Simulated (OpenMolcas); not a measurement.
Fe7+, Ru7+, Os7+: d down the group

* Program: OpenMolcas 26.06
* Method: SS-CASPT2, IPEA 0.25 Eh, imaginary shift 0.1 Eh
* Basis: ANO-R2
* Scalar Hamiltonian: X2C, finite nucleus
* Spin-orbit coupling: state interaction with AMFI integrals over the reference wave functions, term energies averaged over their components

Active space for each ion: 1 electron in 5 orbitals (d); closed shells correlated by CASPT2: Fe7+ 3s 3p; Ru7+ 4s 4p; Os7+ 5s 5p.

Computed levels in cm-1 above ²D_3/2:

```json
{"Level": "²D_5/2", "Fe7+": "1773", "Ru7+": "4200", "Os7+": "13690"}
{"Level": "weight of ²D in the lowest level (%)", "Fe7+": "100", "Ru7+": "100", "Os7+": "100"}
```

Measured, with the error of the calculation in %. Measured levels: Fe7+ from Corliss and Sugar, J. Phys. Chem. Ref. Data 11, 135 (1982).

```json
{"Level": "²D_5/2", "Fe7+": "1836 (-3.5)"}
```

The fine-structure level ²D_5/2 changes by a factor of 7.72 from Fe7+ to Os7+.

CASPT2 breaks the degeneracy within a term, and the mean is taken; among the terms shown or strongly mixed into the levels shown the widest spread is 12 cm-1 (3d ²D, Fe7+). With one active electron, CASPT2 adds the correlation within the correlated inactive shells and between them and that electron, and leaves the splitting within a term as the reference gives it. Computed and measured levels are paired by configuration, term and J; levels that our copy of the source lacks, or whose pairing is in doubt (as where it misses far off the trend of its configuration), stay unpaired and out of the deviations. Levels of configurations outside the active space are missing.
